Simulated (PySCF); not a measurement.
Dipole response of Pt⁵⁹⁺ (platinum, charge +59)

[Ar] 3d1, 2D determinant. Calculation: PySCF 2.14, in an even-tempered Gaussian basis (16 s from 16 bohr⁻², ratio 2.5; 10 p from 20 bohr⁻², ratio 2.5; 7 d from 20 bohr⁻², ratio 2.5; 4 f from 71 bohr⁻², ratio 2.7; 3 g from 110 bohr⁻², ratio 2.7); no relativity, point nucleus. Coupled (time-dependent) response in atomic units; α is the mean over directions.

```
method  mean α (bohr³)                  α xx, yy, zz  C₆ (like pair)      S(−4)
   UHF        0.004229  0.004098, 0.004098, 0.004490       0.0002150  2.567e-05
  PBE0        0.004206  0.004078, 0.004078, 0.004461       0.0002140  2.529e-05
```

S(−4) is the Cauchy moment in α(ω) = α(0) + S(−4) ω² + …

Spin-orbit coupling is absent.

α(iu) at UHF:

| u (hartree) | α(iu) (bohr³) |
| --- | --- |
| 0 | 0.004229 |
| 2.00 | 0.004129 |
| 4.00 | 0.003859 |
| 8.00 | 0.003089 |
| 12.0 | 0.002373 |
| 16.0 | 0.001848 |
| 20.0 | 0.001488 |
| 30.0 | 0.001000 |
| 40.0 | 0.0007744 |
| 60.0 | 0.0005643 |
| 100 | 0.0003787 |

For an ion, C₆ is the dispersion term alone; charge-induced terms of lower order in 1/R come first.

The components differ because the open shell of this determinant is not spherical; for a pure term their mean is the scalar polarisability.

A non-relativistic calculation at this Z misses sizeable relativistic shifts. Spin-orbit coupling, absent here, splits the open shell strongly.
